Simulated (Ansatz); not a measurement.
A set of 12 reactions (hydrogenolysis), with CCSD(T)/CBS values in kJ/mol:

```json
{"reaction": "`FC(I)O[SiH3]` + H₂ → `[SiH3]OCI` + H–F", "ΔE": "-82.2"}
{"reaction": "`CB(O)CO` + H₂ → `CBCO` + H₂O", "ΔE": "115.6"}
{"reaction": "`NCOC=O` + H₂ → `COC=O` + NH₃", "ΔE": "-66.9"}
{"reaction": "`[SiH3]N[SiH2]O[SiH3]` + H₂ → `[SiH3]O[SiH3]` + `N[SiH3]`", "ΔE": "62.9"}
{"reaction": "`C=NBCCl` + H₂ → `C=NBC` + HCl", "ΔE": "-82.6"}
{"reaction": "`CC[O][GeH]([CH3])[F]` + H₂ → `[CH3][GeH2][F]` + `CCO`", "ΔE": "35.6"}
{"reaction": "`C=C[Se][Si](F)(F)F` + H₂ → `F[Si](F)(F)[SeH]` + `C=C`", "ΔE": "-58.7"}
{"reaction": "`B[Si](O)(F)F` + H₂ → `O[SiH](F)F` + BH₃", "ΔE": "-42.7"}
{"reaction": "`C[SiH](O)[Si](O)(F)F` + H₂ → `C[SiH2]O` + `O[SiH](F)F`", "ΔE": "-34.7"}
{"reaction": "`[CH3][GeH2][Se]C` + H₂ → `C[Se][GeH3]` + CH₄", "ΔE": "-31.2"}
{"reaction": "`[SH][GeH]1[CH2][NH]1` + H₂ → `[CH2]1[NH][GeH2]1` + H₂S", "ΔE": "25.0"}
{"reaction": "`C[CH]1[NH][AlH]1` + H₂ → `[CH2]1[NH][AlH]1` + CH₄", "ΔE": "-61.7"}
```

Program: Ansatz. Geometries: PBE0-D4/def2-TZVP. ΔE: electronic, gas phase. CCSD(T)/CBS adds triple-zeta CCSD(T) − MP2 to the extrapolated MP2 energy (def2 sets, frozen cores). This one scheme is used for every species. Functionals use def2-TZVPP. def2 core potentials past Kr. For Ge, I, Se outer-core shells are correlated without core-valence functions, which leaves a few kJ/mol of doubt a bond. Scalar relativity is left out up to krypton. One conformer a species, not always the lowest.

Q: Give the mean, mean absolute and largest difference (level minus CCSD(T)/CBS, kJ/mol) for: PBE-D4, PBE0-D4, ωB97X-V, ωB97M-V, B2PLYP, r2SCAN, PBE0, MP2/def2-TZVPP, CCSD/def2-TZVPP, CCSD(T)/def2-TZVPP, HF/def2-QZVPP, SCS-MP2/def2-QZVPP, MP2/CBS(def2), CCSD/CBS(def2). (Estimate.)

A: Ansatz gave: 
| level | mean | mean absolute | largest |
| --- | --- | --- | --- |
| PBE-D4 | 6.3 | 8.3 | 22.0 |
| PBE0-D4 | 1.3 | 4.8 | 12.3 |
| ωB97X-V | 0.9 | 4.1 | 16.6 |
| ωB97M-V | 0.4 | 3.4 | 14.5 |
| B2PLYP | -3.6 | 5.5 | -9.7 |
| r2SCAN | 2.9 | 5.2 | 22.0 |
| PBE0 | -4.1 | 6.8 | -16.3 |
| MP2/def2-TZVPP | 3.0 | 4.7 | 9.1 |
| CCSD/def2-TZVPP | -5.2 | 5.3 | -9.1 |
| CCSD(T)/def2-TZVPP | -0.5 | 2.2 | 4.6 |
| HF/def2-QZVPP | -19.9 | 19.9 | -34.5 |
| SCS-MP2/def2-QZVPP | -1.0 | 2.4 | -9.1 |
| MP2/CBS(def2) | 3.5 | 4.9 | 9.6 |
| CCSD/CBS(def2) | -4.7 | 4.7 | -7.1 |

The largest T1 diagnostic in the set is 0.015, for `COC=O` (customary mark 0.02).

CCSD(T)/CBS is a level of theory with its own doubt, and the functionals carry their triple-zeta basis error, so these figures describe this set and don't rank the functionals.
